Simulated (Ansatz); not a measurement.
Computed with Ansatz on PBE0-D4/def2-TZVP structures; ΔE is electronic, products minus reactants. CCSD(T)/CBS adds triple-zeta CCSD(T) − MP2 to the extrapolated MP2 energy (def2 sets, frozen cores). This one scheme is used for every species. DFT in def2-TZVPP. B3LYP here is the variant with VWN-RPA as its local correlation; programs differ in this. def2 core potentials past Kr. For Sn outer-core shells are correlated without core-valence functions, which leaves a few kJ/mol of doubt a bond.

Reaction (formal exchange of groups at the Sn–Cl bond): `[F][Sn]([F])([SiH3])[Cl]` + CH₄ → `[CH3][Sn]([F])([F])[SiH3]` + HCl

**Question.** Is it downhill or uphill in electronic energy at CCSD(T)/CBS, and by how much? (Estimate.)

**Answer.** Ansatz gave: Uphill: ΔE = +1.04 eV.

**Question.** What do these levels give: PBE-D4, B3LYP-D4, PBE0, SCS-MP2/def2-TZVPP, CCSD(T)/def2-TZVPP, MP2/CBS(def2)? (An estimate is asked.)

**Answer.** Ansatz gave: PBE-D4 1.06, B3LYP-D4 1.12, PBE0 1.07, SCS-MP2/def2-TZVPP 1.03, CCSD(T)/def2-TZVPP 0.99, MP2/CBS(def2) 1.07 eV.

Largest T1 diagnostic among the species: 0.014.

In def2-TZVPP, CCSD(T) changes the Hartree–Fock value by −0.24 eV (the triples alone add −0.01 eV) and MP2 by −0.22 eV.
